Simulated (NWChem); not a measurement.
C₄H₉Si, doublet; SMILES [Si](C)(C)C=C

```xyz
14

C      0.0284    -2.3513     0.1739
C      0.7398    -1.2352    -0.0775
Si     0.0335     0.4433    -0.4587
C      1.1223     1.8380     0.2337
C     -1.7762     0.6162     0.0920
H     -1.0590    -2.3459     0.2270
H      0.5010    -3.3184     0.3401
H      1.8270    -1.3382    -0.1262
H      0.7887     2.8158    -0.1307
H      1.0886     1.8596     1.3315
H      2.1676     1.7088    -0.0682
H     -1.8678     0.5344     1.1835
H     -2.4090    -0.1562    -0.3582
H     -2.1797     1.5899    -0.2073
```
Atoms are numbered in this order, from 1.

Level: B3LYP/6-31G* (spherical d), spin-unrestricted (NWChem), optimised geometry, unscaled harmonic frequencies. 

```json
[
 {"frequency (cm⁻¹)": "97", "IR intensity (km/mol)": "0.2"},
 {"frequency (cm⁻¹)": "129", "IR intensity (km/mol)": "0.0"},
 {"frequency (cm⁻¹)": "138", "IR intensity (km/mol)": "0.1"},
 {"frequency (cm⁻¹)": "150", "IR intensity (km/mol)": "0.4"},
 {"frequency (cm⁻¹)": "193", "IR intensity (km/mol)": "0.4"},
 {"frequency (cm⁻¹)": "204", "IR intensity (km/mol)": "1.6"},
 {"frequency (cm⁻¹)": "355", "IR intensity (km/mol)": "3.2"},
 {"frequency (cm⁻¹)": "511", "IR intensity (km/mol)": "12.3"},
 {"frequency (cm⁻¹)": "579", "IR intensity (km/mol)": "2.5"},
 {"frequency (cm⁻¹)": "693", "IR intensity (km/mol)": "14.9"},
 {"frequency (cm⁻¹)": "696", "IR intensity (km/mol)": "10.9"},
 {"frequency (cm⁻¹)": "739", "IR intensity (km/mol)": "5.7"},
 {"frequency (cm⁻¹)": "794", "IR intensity (km/mol)": "39.7"},
 {"frequency (cm⁻¹)": "833", "IR intensity (km/mol)": "35.6"},
 {"frequency (cm⁻¹)": "888", "IR intensity (km/mol)": "85.2"},
 {"frequency (cm⁻¹)": "947", "IR intensity (km/mol)": "32.9"},
 {"frequency (cm⁻¹)": "1025", "IR intensity (km/mol)": "11.1"},
 {"frequency (cm⁻¹)": "1039", "IR intensity (km/mol)": "9.5"},
 {"frequency (cm⁻¹)": "1301", "IR intensity (km/mol)": "0.4"},
 {"frequency (cm⁻¹)": "1315", "IR intensity (km/mol)": "14.6"},
 {"frequency (cm⁻¹)": "1324", "IR intensity (km/mol)": "4.1"},
 {"frequency (cm⁻¹)": "1443", "IR intensity (km/mol)": "7.6"},
 {"frequency (cm⁻¹)": "1486", "IR intensity (km/mol)": "0.3"},
 {"frequency (cm⁻¹)": "1491", "IR intensity (km/mol)": "6.1"},
 {"frequency (cm⁻¹)": "1495", "IR intensity (km/mol)": "5.8"},
 {"frequency (cm⁻¹)": "1501", "IR intensity (km/mol)": "8.8"},
 {"frequency (cm⁻¹)": "1629", "IR intensity (km/mol)": "0.6"},
 {"frequency (cm⁻¹)": "3034", "IR intensity (km/mol)": "10.0"},
 {"frequency (cm⁻¹)": "3036", "IR intensity (km/mol)": "8.4"},
 {"frequency (cm⁻¹)": "3106", "IR intensity (km/mol)": "7.9"},
 {"frequency (cm⁻¹)": "3108", "IR intensity (km/mol)": "10.7"},
 {"frequency (cm⁻¹)": "3117", "IR intensity (km/mol)": "13.4"},
 {"frequency (cm⁻¹)": "3127", "IR intensity (km/mol)": "9.4"},
 {"frequency (cm⁻¹)": "3128", "IR intensity (km/mol)": "10.6"},
 {"frequency (cm⁻¹)": "3142", "IR intensity (km/mol)": "16.0"},
 {"frequency (cm⁻¹)": "3214", "IR intensity (km/mol)": "21.2"}
]
```

```yaml
zero_point_energy: 72.9 kcal/mol
thermal correction to the enthalpy at 298.15 K (with zero-point energy): 78.6 kcal/mol
heat capacity Cv: 27.4 cal/(mol K)
"entropy at 298.15 K and 1 atm (symmetry number 1, electronic part: spin degeneracy alone)": 87.8 cal/(mol K)
dipole_moment: 0.65 D
```

Rigid rotor and harmonic oscillator; modes under 100 cm⁻¹ make the entropy uncertain.
